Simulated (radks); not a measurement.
Charge is removed step by step from the 2s down level of Cl8+, starting from [He] 2s(up 1, down 1) 2p5. Method: scalar-relativistic Kohn-Sham, PBEsol, spin-polarised, spherical densities, point nucleus; open shells are filled with parallel spins first; computed with a radial shooting solver on a logarithmic mesh with Libxc functionals.

removed (e)  E - E(0) (eV)  eigenvalue (eV)  E minus straight line (eV)
0                    0.000          -432.24                       0.000
0.1                 43.459          -437.00                      -2.144
0.2                 87.395          -441.77                      -3.811
0.3                 131.81          -446.54                      -5.001
0.4                 176.70          -451.30                      -5.715
0.5                 222.06          -456.07                      -5.952
0.6                 267.91          -460.83                      -5.713
0.7                 314.22          -465.59                      -4.998
0.8                 361.02          -470.34                      -3.806
0.9                 408.29          -475.09                      -2.140
1                   456.03          -479.82                       0.000

Removing the whole electron costs 456.03 eV by Delta-SCF, against 432.24 eV from minus the eigenvalue at the starting occupation. Slater's transition state (half an electron removed) gives 456.07 eV. Integrating minus the eigenvalue over the occupation (Janak's theorem) gives 456.06 eV. In this scalar-relativistic scheme the density is built from large components alone, so the theorem holds only approximately. The mean slope of the eigenvalue, de/dn, is 47.6 eV per electron.
